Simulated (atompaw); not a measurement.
## Er: one change to a PAW (atompaw) potential, before and after

Er, PAW, made with atompaw 4.2.0.5 (PBE, scalar-relativistic). Core [Kr] 4d10, reference 4f12 5s2 5p6 5d0 6s1.75 6p0 (charge +0.25). Waves: 5s (bound): rc 2.10 bohr; 6s (bound): rc 3.00 bohr; 5p (bound): rc 2.60 bohr; 6p (bound, empty): rc 3.00 bohr; 5d (bound, empty): rc 3.00 bohr; 5d channel at 0.4 Ry: rc 3.00 bohr; 4f (bound): rc 0.65 bohr; 4f channel at 4.15 Ry: rc 0.65 bohr. Local part: bessel scheme, radius 2.35 bohr. Core correction: smooth core density matched at 1.85 bohr. Augmentation charge: sinc compensation charge, radius 2.80 bohr; PAW radius 3.00 bohr; waves and projectors: custom polynom gramschmidtortho.

All-electron outer shells of the reference configuration (PBE, scalar-relativistic, ld1.x):

```json
{"shell": "4p", "level (eV)": "-316.08", "outermost node (bohr)": "0.27", "outermost maximum (bohr)": "0.49"}
{"shell": "4d", "level (eV)": "-166.87", "outermost node (bohr)": "0.25", "outermost maximum (bohr)": "0.51"}
{"shell": "5s", "level (eV)": "-53.40", "outermost node (bohr)": "0.60", "outermost maximum (bohr)": "1.11"}
{"shell": "5p", "level (eV)": "-27.92", "outermost node (bohr)": "0.65", "outermost maximum (bohr)": "1.28"}
{"shell": "6s", "level (eV)": "-5.07", "outermost node (bohr)": "1.52", "outermost maximum (bohr)": "3.30"}
{"shell": "4f", "level (eV)": "-4.66", "outermost node (bohr)": "–", "outermost maximum (bohr)": "0.51"}
{"shell": "5d", "level (eV)": "-2.23", "outermost node (bohr)": "0.73", "outermost maximum (bohr)": "2.08"}
{"shell": "6p", "level (eV)": "-2.14", "outermost node (bohr)": "1.86", "outermost maximum (bohr)": "4.51"}
```

Change: local potential bessel scheme, radius 2.76 bohr.

Cutoffs: the cutoffs (Ry, on a coarse ladder) from which the occupation-weighted sum of valence levels, in a spherical-Bessel basis at the reference potential, stays within 10 and 1 mRy of its value at 400 Ry; they do not see the model core or the augmentation charge, which bear on the density cutoff.

What does the change do?

The range in which the d phases agree narrows (upper end at the end of the scan → 2.3); the range in which the f phases agree narrows (upper end at the end of the scan → 1.0); neither file shows a bound ghost.

| quantity | base | changed |
| --- | --- | --- |
| cutoff, loose | over 300 Ry | over 300 Ry |
| cutoff, tight | over 300 Ry | over 300 Ry |
| bound ghosts | none | none |
| s: phases at 3.00 bohr within 0.05 rad from the reference energy up to (Ry; the scan ends near 5) | 3.3 | 3.6 |
| p: phases at 3.00 bohr within 0.05 rad from the reference energy up to (Ry; the scan ends near 5) | 4.8 | 4.8 |
| d: phases at 3.00 bohr within 0.05 rad from the reference energy up to (Ry; the scan ends near 5) | to the end of the scan | 2.3 |
| f: phases at 3.00 bohr within 0.05 rad from the reference energy up to (Ry; the scan ends near 5) | to the end of the scan | 1.0 |
| lowest overlap eigenvalue by channel | s 0.51, p 0.73, d 0.94, f 1.00 | s 0.51, p 0.74, d 0.96, f 1.00 |

 The cutoffs see the waves, projectors and local potential, not the compensation charge or the core.
